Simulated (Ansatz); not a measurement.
`[F][In]([SH])[SH]` + HBr → `[F][In]([SH])[Br]` + H₂S at 298.15 K and 1 bar (ligand exchange at the In–S bond).

Calculated with Ansatz (gas phase, PBE0-D4/def2-TZVP geometries, no zero-point term in ΔE). CCSD(T)/CBS is the MP2 limit (def2-TZVPP, def2-QZVPP) plus CCSD(T) − MP2 in def2-TZVPP, frozen cores. This one scheme is used for every species. Elements past krypton have def2 core potentials. For Br, In outer-core shells are correlated without core-valence functions, which leaves a few kJ/mol of doubt a bond. Scalar relativity is left out up to krypton. One conformer a species, not always the lowest.

```
            species  CCSD(T)/CBS energy (Eh)  H − E (kJ/mol)  S (J/(mol·K))
`[F][In]([SH])[SH]`              -1086.46010            74.3          366.9
                HBr              -2573.91920            24.6          198.6
`[F][In]([SH])[Br]`              -3261.42177            50.9          367.1
                H₂S               -398.97279            49.9          205.7
```

H − E and S are ideal-gas, rigid-rotor, harmonic terms from PBE0-D4/def2-TZVP, for one conformer and one mirror image of each species. 1 Eh = 2625.50 kJ/mol, R = 8.31446 J/(mol·K).

Q: By hand: ΔE, ΔH, ΔS and ΔG.

A: ΔE = (-3261.42177) + (-398.97279) − (-1086.46010) − (-2573.91920) = -0.01526 Eh = -40.1 kJ/mol. Δ(H − E) = 50.9 + 49.9 − 74.3 − 24.6 = 1.9, so ΔH = -38.2 kJ/mol. ΔS = 367.1 + 205.7 − 366.9 − 198.6 = 7.3 J/(mol·K). ΔG = -38.2 − 298.15 × (7.3)/1000 = -40.4 kJ/mol.

Q: By hand: the equilibrium constant, and the temperature at which ΔG would vanish if ΔH and ΔS stayed fixed.

A: log₁₀ K = −ΔG/(RT ln 10) = 7.1. ΔH and −TΔS have one sign here, so there is no such temperature.

The number of gas molecules stays the same, so ΔS is small and ΔH decides. A doubt of 5 kJ/mol in ΔE shifts log₁₀ K by 0.9 here. Other conformers and mirror images would add mixing entropy, several J/(mol·K) or more a flexible species. These are equilibria of isolated gas molecules and say nothing of rates. Largest T1 diagnostic: 0.015 (customary marks: 0.02 for closed shells, 0.045 for open ones).

ΔS is within the doubt of such terms, so its sign, and with it that verdict, could turn.
